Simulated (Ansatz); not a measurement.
Members of the series SiXY, Y = chloro; each row names its spin state. Isolated molecules, 0 K electronic values unless said otherwise. One relaxed conformer stands for each flexible species; it need not be the lowest. Strings in code marks are SMILES.

Quantity: adiabatic spin-state energy, in kcal/mol.

Case: `S[Si]Cl`: multiplicity 3 minus multiplicity 1. The other species in the difference include `S[Si]Cl` (H–S–Si–Cl torsion 0°) (neutral, multiplicity 1). Geometry of `S[Si]Cl` (neutral, multiplicity 3, Å):

```xyz
4

S     -1.2414     0.4060     0.4587
Si     0.6682     0.6329    -0.4034
Cl     2.2785    -0.4541     0.2764
H     -1.7053    -0.5849    -0.3318
```

Q: What adiabatic spin-state energy does BLYP/cc-pVTZ // PBE0-D3(BJ)/def2-TZVP (Ansatz, a first-principles code) give?

A: 46.4 kcal/mol.
